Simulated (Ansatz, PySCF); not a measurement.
Reaction (SMILES): C#CC#C + 2 C (CH4) -> 2 C#C (C2H2) [acetylene] + CC (C2H6)
Each molecule is optimised on its own at B3LYP-D3(BJ)/def2-TZVP (Ansatz, a quantum-chemistry and plane-wave program). Unstable Hartree-Fock reference: C#CC#C.
Geometry of the first species:
```xyz
6

C      0.0000     0.0000    -1.8866
C      0.0000     0.0000    -0.6818
C      0.0000     0.0000     0.6818
C      0.0000     0.0000     1.8866
H      0.0000     0.0000    -2.9488
H      0.0000     0.0000     2.9488
```
Charge 0, spin multiplicity 1.

Property: bond separation energy (electronic energy difference), in kcal/mol. Correlated levels leave the core frozen unless marked. Spin-orbit coupling is left out. Non-relativistic. Basis-set limits of correlation are two-point, X^-3; Hartree-Fock from the larger set. The bracket is a focal-point correction in the basis named.

```
level                                                     program  bond separation energy (kcal/mol)
-------------------------------------------------  --------------  ---------------------------------
PBE/def2-TZVPD                                             Ansatz                                ___
revPBE-D4/def2-TZVPD                               Ansatz + dftd4                               20.7
M06-L/def2-TZVPD                                            PySCF                                ___
r2SCAN-D3(BJ)/def2-TZVPD                           Ansatz + dftd3                               20.7
PBE0/def2-TZVP                                             Ansatz                                ___
BHLYP-D4/def2-TZVPD                                Ansatz + dftd4                               16.3
PW6B95/def2-TZVPD                                           PySCF                               18.4
MN15-D3(BJ)/def2-TZVPD                              PySCF + dftd3                               17.3
LC-wPBE-D3(BJ)/def2-TZVPD                          Ansatz + dftd3                                ___
B2GP-PLYP-D3(BJ)/def2-TZVPD                        Ansatz + dftd3                               17.1
B2PLYP-D3(BJ)/def2-TZVPD                           Ansatz + dftd3                               17.7
SCS-MP2/6-31G                                              Ansatz                               15.6
SCS-MP2/6-31G*                                             Ansatz                               16.8
SCS-MP2/cc-pwCVTZ                                          Ansatz                               15.3
RI-MP2/CBS(cc-pVTZ,cc-pVQZ)+[CCSD(T)-MP2]/cc-pVTZ          Ansatz                               14.1
```

### Question
Complete the blanks.

### Answer

- PBE/def2-TZVPD, bond separation energy (kcal/mol): 21.2
- M06-L/def2-TZVPD, bond separation energy (kcal/mol): 23.1
- PBE0/def2-TZVP, bond separation energy (kcal/mol): 18.8
- LC-wPBE-D3(BJ)/def2-TZVPD, bond separation energy (kcal/mol): 14.2
